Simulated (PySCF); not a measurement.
Job for PySCF: U-M06-2X/def2-TZVPPD on O2 (SMILES O=O).

```python
from pyscf import gto, dft

mol = gto.M(
    atom='''
    O     0.00000000   -0.00000000    0.60215214
    O    -0.00000000    0.00000000   -0.60215214
    ''',
    basis='def2-tzvppd',
    charge=0, spin=2, verbose=4, max_memory=1800)
mf = dft.UKS(mol, xc='m062x').density_fit(auxbasis='def2-universal-jkfit')
mf.grids.level = 4
mf.conv_tol = 1e-9
mf.max_cycle = 150
mf.kernel()
mf.dip_moment()
```

Output:

```
PySCF version 2.14.0

[INPUT] verbose = 4
[INPUT] num. atoms = 2
[INPUT] num. electrons = 16
[INPUT] charge = 0
[INPUT] spin (= nelec alpha-beta = 2S) = 2
[INPUT] symmetry False subgroup None
[INPUT] Mole.unit = angstrom
[INPUT] Symbol           X                Y                Z      unit          X                Y                Z       unit  Magmom
[INPUT]  1 O      0.000000000000   0.000000000000   0.602152140000 AA    0.000000000000   0.000000000000   1.137902629921 Bohr   0.0
[INPUT]  2 O      0.000000000000   0.000000000000  -0.602152140000 AA    0.000000000000   0.000000000000  -1.137902629921 Bohr   0.0

nuclear repulsion = 28.1219140887551
number of shells = 28
number of NR pGTOs = 110
number of NR cGTOs = 80
basis = def2-tzvppd
ecp = {}


******** <class 'pyscf.df.df_jk.DFUKS'> ********
method = DFUKS
initial guess = minao
damping factor = 0
level_shift factor = 0
DIIS = <class 'pyscf.scf.diis.CDIIS'>
diis_start_cycle = 1
diis_space = 8
diis_damp = 0
SCF conv_tol = 1e-09
SCF conv_tol_grad = None
SCF max_cycles = 150
direct_scf = False
number electrons alpha = 9  beta = 7
XC library pyscf.dft.libxc version 7.1.2
    S. Lehtola, C. Steigemann, M. J. T. Oliveira, and M. A. L. Marques,  SoftwareX 7, 1–5 (2018)
XC functionals = m062x
    Y. Zhao and D. G. Truhlar,  Theor. Chem. Acc. 120, 215 (2008)
    Y. Zhao and D. G. Truhlar,  Theor. Chem. Acc. 120, 215 (2008)
radial grids:
    Treutler-Ahlrichs [JCP 102, 346 (1995); DOI:10.1063/1.469408] (M4) radial grids

becke partition: Becke, JCP 88, 2547 (1988); DOI:10.1063/1.454033
pruning grids: <function nwchem_prune>
grids dens level: 4
symmetrized grids: False
atomic radii adjust function: <function treutler_atomic_radii_adjust>
small_rho_cutoff = 0
Set gradient conv threshold to 3.16228e-05
tot grids = 56520
******** <class 'pyscf.df.df.DF'> ********
auxbasis = def2-universal-jkfit
init E= -150.455705881301
  alpha nocc = 9  HOMO = -0.238568197050574  LUMO = 0.0386571917962547
  beta  nocc = 7  HOMO = -0.572635657689675  LUMO = -0.238568197050638

WARN: HOMO -0.238568197050574 >= LUMO -0.238568197050638

cycle= 1 E= -150.307223850927  delta_E= 0.148  |g|= 0.219  |ddm|= 0.99
  alpha nocc = 9  HOMO = -0.427367032806906  LUMO = 0.0580869236891277
  beta  nocc = 7  HOMO = -0.5856029226192  LUMO = -0.0989141901863171
  HOMO = -0.427367032807  LUMO = -0.0989141901863  gap/eV = 8.93766
cycle= 2 E= -150.3240592539  delta_E= -0.0168  |g|= 0.104  |ddm|= 0.225
  alpha nocc = 9  HOMO = -0.393443198492163  LUMO = 0.0564816803407621
  beta  nocc = 7  HOMO = -0.53795733379193  LUMO = -0.0574893304662086
  HOMO = -0.393443198492  LUMO = -0.0574893304662  gap/eV = 9.14177
cycle= 3 E= -150.327374297787  delta_E= -0.00332  |g|= 0.0203  |ddm|= 0.0537
  alpha nocc = 9  HOMO = -0.403665235948736  LUMO = 0.0530912404781368
  beta  nocc = 7  HOMO = -0.541077529726874  LUMO = -0.0605069244907649
  HOMO = -0.403665235949  LUMO = -0.0605069244908  gap/eV = 9.33781
cycle= 4 E= -150.327605382719  delta_E= -0.000231  |g|= 0.00672  |ddm|= 0.0222
  alpha nocc = 9  HOMO = -0.402549176555017  LUMO = 0.0523863389051674
  beta  nocc = 7  HOMO = -0.538604592468101  LUMO = -0.0576797924428307
  HOMO = -0.402549176555  LUMO = -0.0576797924428  gap/eV = 9.38437
cycle= 5 E= -150.327625586271  delta_E= -2.02e-05  |g|= 0.000646  |ddm|= 0.00677
  alpha nocc = 9  HOMO = -0.402787675235066  LUMO = 0.0523091561145337
  beta  nocc = 7  HOMO = -0.538686053891982  LUMO = -0.0578107188825827
  HOMO = -0.402787675235  LUMO = -0.0578107188826  gap/eV = 9.38730
cycle= 6 E= -150.327625857812  delta_E= -2.72e-07  |g|= 4.93e-05  |ddm|= 0.00226
  alpha nocc = 9  HOMO = -0.402777937286357  LUMO = 0.0523012842242982
  beta  nocc = 7  HOMO = -0.538669221687889  LUMO = -0.0577966069350402
  HOMO = -0.402777937286  LUMO = -0.057796606935  gap/eV = 9.38742
cycle= 7 E= -150.327625859489  delta_E= -1.68e-09  |g|= 6.99e-06  |ddm|= 6.79e-05
  alpha nocc = 9  HOMO = -0.402776906198409  LUMO = 0.0523002126757917
  beta  nocc = 7  HOMO = -0.53866743806077  LUMO = -0.0577949524590848
  HOMO = -0.402776906198  LUMO = -0.0577949524591  gap/eV = 9.38744
cycle= 8 E= -150.327625859533  delta_E= -4.36e-11  |g|= 9.91e-07  |ddm|= 1.34e-05
  alpha nocc = 9  HOMO = -0.402776991597632  LUMO = 0.0523000806772386
  beta  nocc = 7  HOMO = -0.538667621016094  LUMO = -0.0577950922384693
  HOMO = -0.402776991598  LUMO = -0.0577950922385  gap/eV = 9.38744
Extra cycle  E= -150.327625859534  delta_E= -1.31e-12  |g|= 3.02e-07  |ddm|= 1.07e-06
converged SCF energy = -150.327625859534  <S^2> = 2.0133072  2S+1 = 3.0088584
Dipole moment(X, Y, Z, Debye): -0.00000,  0.00000, -0.00000
```

The run converged.

Cost: around 12 core-seconds (rough).
